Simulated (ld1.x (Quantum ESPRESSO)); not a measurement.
# thallium, TM semilocal: configuration errors across variants

```json
{
 "Element": "thallium",
 "Generator": "ld1.x (Quantum ESPRESSO) 7.5",
 "Type": "norm-conserving Troullier–Martins (semilocal form)",
 "Functional": "LDA (PZ)",
 "Relativity": "scalar-relativistic",
 "Frozen core": "[Xe] 4f14",
 "Valence charge": "13",
 "Reference configuration": "5d10 6s2 6p1",
 "Partial waves": "6s (bound): rc 1.70 bohr; 5d (bound): rc 1.15 bohr; 6p (bound): rc 3.00 bohr",
 "Local potential": "the p channel",
 "Core correction": "a·sin(br)/r model core, default radius (core density twice the valence density)"
}
```

All-electron excitation energies from the reference (eV): (1) 5d10 6s2 6p0 5.409; (2) 5d10 6s1 6p0 26.609; (3) 5d10 6s0 6p0 57.209; (4) 5d9 6s2 6p2 14.633; (5) 5d10 6s0 6p3 15.396; (6) 5d9 6s2 6p1 21.400; (7) 5d10 6s2 6p1.3 -0.551; (8) 5d10 6s2 6p1 spin -0.114; (9) 5d10 6s1 6p0 spin 26.424.

Spin tests fill each open shell by Hund’s rule, majority spin first.

A semilocal file is local in each channel, so a ghost entry of none says nothing of the separable form that plane-wave codes build from it.

The default core radius of the base comes out at 0.93 bohr.

Errors AE − PS in meV (a dash: test not solved or not reliable):

```tsv
change	(1)	(2)	(3)	(4)	(5)	(6)	(7)	(8)	(9)	bound ghosts
base	-4.6	-20	-58	-61	+2.1	-28	+0.2	+0.1	-21	none
core correction none	-3.8	-5.5	+3.0	-38	+14	-6.8	+0.3	+0.7	+1.9	none
core correction a·sin(br)/r model core inside 0.50 bohr	-4.7	-20	-58	-62	+2.0	-29	+0.2	+0.1	-21	none
core correction a·sin(br)/r model core inside 0.58 bohr	-4.6	-20	-58	-62	+2.0	-29	+0.2	+0.1	-21	none
core correction a·sin(br)/r model core inside 0.74 bohr	-4.7	-20	-58	-62	+2.0	-29	+0.2	+0.1	-21	none
core correction a·sin(br)/r model core inside 0.86 bohr	-4.6	-20	-58	-62	+2.1	-28	+0.2	+0.1	-21	none
core correction a·sin(br)/r model core inside 0.96 bohr	-4.6	-20	-58	-61	+2.1	-28	+0.2	+0.1	-21	none
core correction a·sin(br)/r model core inside 1.10 bohr	-4.6	-20	-57	-61	+2.2	-28	+0.2	+0.2	-21	none
core correction a·sin(br)/r model core inside 1.22 bohr	-4.6	-19	-57	-60	+2.3	-27	+0.2	+0.1	-21	none
```

Question: Give the same row for: core correction a·sin(br)/r model core inside 1.38 bohr.

Answer: -4.6, -19, -55, -56, +2.6, -24, +0.3, +0.1, -20; bound ghosts: none.
